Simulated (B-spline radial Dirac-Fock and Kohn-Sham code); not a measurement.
3s photoionisation of Cu⁴⁺ near threshold

System: copper as Cu⁴⁺, [Ar] 3d7. The computed 3s threshold is 207.1 eV; without correlation, outer thresholds are uncertain by 1 to 2 eV. With an open shell the threshold is an average over the terms of the final ion.

The run's input, task.json:

```json
{"items": [{
  "Z": 29,
  "q": 4,
  "cfg": [[1, 0, 2], [2, 0, 2], [2, 1, 6], [3, 0, 2], [3, 1, 6], [3, 2, 7]],
  "A": 63,
  "rrms": 3.8823,
  "do": ["binding", "quiet", "photo", "scan"],
  "hv": [64.6, 150, 200, 584.0, 800, 1120.0, 1486.9, 6000, 9100.0, 11500.0, 17479.3, 22162.9, 26200.0, 40000, 125000.0, 145000.0]
}]}
```

Launch: `python xray_run.py task.json out`

Model: Dirac-Hartree-Slater photoionisation with all multipoles and Dirac-Fock thresholds. Program: a radial atomic solver. Interchannel coupling and autoionising resonances are not included, so magnitudes near threshold are approximate.

```csv
kinetic energy (eV),σ (Mb),β
1.5,0.274,2.00
2.3,0.273,2.00
3.7,0.272,2.00
5.7,0.270,2.00
9.0,0.267,2.00
14.0,0.262,2.00
21.9,0.255,2.00
34.2,0.243,2.00
53.5,0.225,2.00
83.7,0.197,2.00
130.9,0.162,2.00
204.6,0.122,2.00
319.9,0.0842,2.00
```

The cross section shows no minimum in this range. It is largest at the lowest energy, 0.274 Mb. β stays at 2.00.
